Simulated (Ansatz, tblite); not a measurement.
Forces on (H2Al-mu-PH2)2 (Al₂P₂H₈) at its PBE0-D4/def2-SVP geometry. Total charge 0; singlet.

The xTB rows come from tblite.

GFN1-xTB (tblite), largest force 0.67 eV/Å:

```xyz
12
positions Å, forces eV/Å
Al   -1.311    1.244   -0.224    0.352   -0.334    0.061
H    -2.538    1.197    0.788    0.265    0.126   -0.336
H    -1.136    2.285   -1.415   -0.171   -0.214    0.351
P    -0.797   -1.023   -1.014    0.301    0.388    0.391
Al    1.309   -1.246    0.228   -0.349    0.336   -0.065
H     2.537   -1.200   -0.783   -0.265   -0.127    0.335
H     1.131   -2.287    1.418    0.171    0.215   -0.351
P     0.797    1.023    1.014   -0.306   -0.392   -0.383
H    -1.779   -2.003   -0.729    0.287    0.197   -0.572
H    -0.687   -1.164   -2.419   -0.377   -0.313    0.455
H     0.693    1.172    2.418    0.376    0.311   -0.459
H     1.779    2.001    0.719   -0.284   -0.193    0.574
```

GFN2-xTB (tblite), largest force 0.69 eV/Å:

```
Al -0.186 0.178 -0.032
H 0.350 0.008 -0.284
H -0.044 -0.298 0.336
P -0.179 -0.228 -0.223
Al 0.189 -0.176 0.030
H -0.350 -0.009 0.283
H 0.044 0.299 -0.336
P 0.176 0.227 0.227
H 0.423 0.371 -0.406
H -0.245 -0.144 0.631
H 0.244 0.141 -0.634
H -0.421 -0.369 0.408
```

CAM-B3LYP-D4/def2-TZVP (Ansatz), largest force 0.34 eV/Å:

```
Al -0.044 0.043 -0.008
H 0.142 0.017 -0.130
H -0.035 -0.119 0.149
P -0.162 -0.208 -0.207
Al 0.046 -0.042 0.006
H -0.142 -0.019 0.130
H 0.034 0.121 -0.148
P 0.162 0.208 0.207
H 0.212 0.209 -0.071
H -0.032 0.022 0.303
H 0.030 -0.025 -0.303
H -0.212 -0.208 0.074
```
